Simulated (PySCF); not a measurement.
Radial density of Ga⁺ (gallium, charge +1)

UHF, [Ar] 3d10 4s2, closed-shell 1S. Computed with PySCF 2.14 in aug-cc-pwCVTZ-PP with ECP10MDF, with a scalar-relativistic core potential. This is the valence pseudo-density: the core potential removes the inner electrons and smooths the orbitals near the nucleus.

| r (bohr) | 4πr²ρ (e/bohr) |
| --- | --- |
| 0.00247 | 2.784e-05 |
| 0.00415 | 7.561e-05 |
| 0.00698 | 0.0001938 |
| 0.0117 | 0.0004542 |
| 0.0197 | 0.001009 |
| 0.0332 | 0.002596 |
| 0.0558 | 0.01624 |
| 0.0939 | 0.1705 |
| 0.158 | 1.409 |
| 0.266 | 7.708 |
| 0.447 | 23.75 |
| 0.752 | 20.51 |
| 1.26 | 5.015 |
| 2.13 | 1.339 |
| 3.58 | 0.2607 |
| 6.02 | 0.005254 |

Energies and moments cover only the electrons outside the core potential.
